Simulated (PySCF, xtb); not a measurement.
AlAsH4O, SMILES [OH][AlH][AsH2]. The values are those of a single conformer.

Harmonic wavenumbers (cm⁻¹) from GFN2-xTB (xtb) at its own minimum, in rising order: 91, 115, 321, 350, 452, 479, 495, 512, 627, 879, 989, 1745, 1781, 1830, 3746.

Q: What does ωB97X-D3(BJ)/def2-SVP in PySCF give at its own minimum? (The exact figures need the calculation; the answer reports its results.)

A: 94, 155, 341, 356, 439, 497, 557, 590, 707, 880, 1012, 1954, 2252, 2268, 3982. Paired by order, the mean absolute difference is 113 cm⁻¹ and the zero-point energies are 20.6 and 23.0 kcal/mol.
